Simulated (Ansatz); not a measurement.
# C3H5Mg: where a starting geometry ends

The starting geometry of this gas-phase doublet was optimised with GFN2-xTB.

```xyz
9

C    -2.2336    1.0842   -0.9208
C    -1.2788    0.1735   -1.1868
C    -0.1400   -0.0694   -0.3544
Mg    0.6788    1.9882   -0.7081
H    -3.0759    1.2398   -1.5743
H    -2.2544    1.5973    0.0389
H    -1.3203   -0.3561   -2.1381
H    -0.3394    0.0304    0.7167
H     0.4300   -0.9655   -0.5883
```

Q: Where would you expect an optimisation with PBE-D3(BJ)/def2-SVP to take it?

A: It keeps its bonds, and is `C=C[CH2][Mg]`.

The energy falls by 0.13 eV over 11 steps:

| step | E − E(last) (eV) |
| --- | --- |
| 1 | 0.133 |
| 2 | 0.035 |
| 3 | 0.027 |
| 4 | 0.015 |
| 5 | 0.007 |
| 7 | 0.001 |
| 8 | 0.000 |
| 9 | 0.000 |
| 10 | 0.000 |
| 11 | 0.000 |

Final geometry (Å):

```tsv
atom	x (Å)	y (Å)	z (Å)
C	-2.3999	1.0101	-0.8821
C	-1.3012	0.2676	-1.1835
C	-0.1281	0.0224	-0.3334
Mg	1.1758	1.7395	-0.8183
H	-3.2089	1.1574	-1.6128
H	-2.5285	1.4728	0.1115
H	-1.2511	-0.1646	-2.2025
H	-0.3141	0.1301	0.7557
H	0.4223	-0.9131	-0.5500
```

Frequencies at the end are all real (lowest 53 cm⁻¹). Open shells are spin-unrestricted. Run with Ansatz 0.2.0, 24 s on 2 threads of Arm Neoverse V2, with other jobs on the host.
